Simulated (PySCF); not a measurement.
SMILES O(B([O])OCC)CC (C4H10BO3), doublet at its GFN2-xTB optimised geometry (Å):

```
18

C      0.2147    -2.3107     0.4653
C      0.8906    -1.1335    -0.2001
O      0.2107     0.0751     0.0000
B     -1.1986     0.0751     0.0000
O     -1.8972    -1.0414     0.0270
O     -1.8112     1.2978     0.0000
C     -1.0768     2.4980    -0.0856
C     -0.6808     2.8293    -1.5198
H      0.4800    -3.2708     0.0378
H      0.3066    -2.3060     1.5472
H     -0.9014    -2.0698     0.2494
H      0.9888    -1.3153    -1.2804
H      1.8972    -0.9795     0.2161
H     -0.1826     2.4388     0.5453
H     -1.7451     3.2708     0.3114
H     -0.1839     3.7953    -1.5536
H     -1.5638     2.8580    -2.1531
H     -0.0044     2.0665    -1.8968
```

Computed with unrestricted CAM-B3LYP/def2-SVP run with PySCF.

Map of the Laplacian of the electron density (e/bohr⁵) on the plane z = 1.2 Å:

```
|8888888888888888888888888888888|
|8888888888888888888888888888888|
|8888888888888888888888888888888|
|8888888888888888888888888888888|
|8888888888888888888888888888888|
|8888888888999888888888888888888|
|8888888889999998888888888888888|
|8888888889999999888888888888888|
|8888888889999999988888888888888|
|8888888889999999988888888888888|
|8888888889999999888888888888888|
|8888888899999998888888888888888|
|8888888899999998888888888888888|
|8888888889999999998888888888888|
|8888888889999999998888888888888|
|8888888889999999999888888888888|
|8888888889999999999988888888888|
|8888888899999999999998888888888|
|8888888899999999999998888888888|
|8888888899999999999998888888888|
|8888888889999999999988888888888|
|8888888888899995089988888888888|
|8888888888889997499988888888888|
|8888888888889999999988888888888|
|8888888888888999999888888888888|
|8888888888888889998888888888888|
|8888888888888888888888888888888|
|8888888888888888888888888888888|
|8888888888888888888888888888888|
|8888888888888888888888888888888|
|8888888888888888888888888888888|
```
Scale: ten equal steps from -0.932 (start of '0') to 0.121 (end of '9'), in the order '0123456789'; x runs from -5.50 to 5.50, y from -5.50 (bottom) to 5.50 (top).
